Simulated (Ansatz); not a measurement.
Basis sets compared for (BeO)2 ring (Be2O2). Total charge 0; singlet. Geometry PBE-D4/def2-TZVP. Ansatz on 4 threads of AMD EPYC 7B13 on a shared host; times are rough, and most runs start from earlier orbitals.

```xyz
4

Be    0.681    0.539    0.040
O    -0.731    0.941   -0.245
Be   -0.681   -0.539   -0.040
O     0.731   -0.941    0.245
```

Binding counts from free atoms (Be singlet, O triplet) in the same basis, without a counterpoise term.

| level | functions | energy (Eh) | HOMO (eV) | LUMO (eV) | binding per atom (eV) | wall time |
| --- | --- | --- | --- | --- | --- | --- |
| HF/6-31G | 36 | -179.0244 | -11.31 | 0.32 | 2.25 | 0.1 s |
| HF/def2-TZVP | 100 | -179.1658 | -11.17 | -0.05 | 2.65 | 0.3 s |
| PBE-D4/def2-SVP | 46 | -179.6564 | -5.99 | -3.37 | 4.11 | 0.3 s |
| PBE-D4/def2-TZVP (with forces) | 100 | -179.8989 | -5.97 | -3.25 | 4.24 | 0.6 s |
| r2SCAN-D4/def2-TZVP | 100 | -180.0239 | -6.21 | -2.71 | 4.16 | 0.7 s |
| PBE0-D4/def2-SVP | 46 | -179.6535 | -7.50 | -2.55 | 3.85 | 0.3 s |
| PBE0-D4/def2-TZVP | 100 | -179.8993 | -7.43 | -2.43 | 4.02 | 0.6 s |

Q: Estimate the rows for PBE-D4/def2-TZVPD, r2SCAN-D4/def2-TZVPD, PBE0-D4/def2-TZVPD.

A: 
```
               level  functions  energy (Eh)  HOMO (eV)  LUMO (eV)  binding per atom (eV)  wall time
   PBE-D4/def2-TZVPD        124    -179.9048      -6.08      -3.29                   4.27     0.45 s
r2SCAN-D4/def2-TZVPD        124    -180.0283      -6.30      -2.75                   4.18      0.8 s
  PBE0-D4/def2-TZVPD        124    -179.9045      -7.52      -2.47                   4.05     0.55 s
```
